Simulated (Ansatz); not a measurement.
Calculated with Ansatz (gas phase, PBE0-D4/def2-TZVP geometries, no zero-point term in ΔE). CCSD(T)/CBS adds triple-zeta CCSD(T) − MP2 to the extrapolated MP2 energy (def2 sets, frozen cores). This one scheme is used for every species. Functionals use def2-TZVPP. For Zn outer-core shells are correlated without core-valence functions, which leaves a few kJ/mol of doubt a bond. Scalar relativity is left out up to krypton. Each species was taken in one conformer, which may not be the lowest.

`[SiH3][Zn][Cl]` + CH₃OH → `C[O][Zn][Cl]` + SiH₄  (cleavage of the Zn–Si bond)

Problem. Is it downhill or uphill in electronic energy at CCSD(T)/CBS, and by how much? (An estimate is asked.)

Solution. Computed: Uphill: ΔE = +0.12 eV.

Problem. What do these levels give: PBE0-D4, r2SCANh-D4, B2PLYP, PBE0, RPA@PBE/def2-TZVPP, MP2/def2-SVP? (Best estimate.)

Solution. Ansatz gave: PBE0-D4 0.30, r2SCANh-D4 0.20, B2PLYP 0.10, PBE0 0.30, RPA@PBE/def2-TZVPP 0.02, MP2/def2-SVP -0.02 eV.

Largest T1 diagnostic among the species: 0.015.

From r2SCAN to r2SCAN0 (25 % exact exchange), in def2-TZVPP and without D4, ΔE moves by +0.03 eV. Leaving LDA and LC-ωPBE aside and taking each functional with its dispersion term where it has one, the values, not all of them listed here, spread over 0.20 eV, from B2PLYP to HSE06-D4. At CCSD(T), def2-SVP lies −0.09 eV from the extrapolated value and def2-TZVPP −0.03 eV.
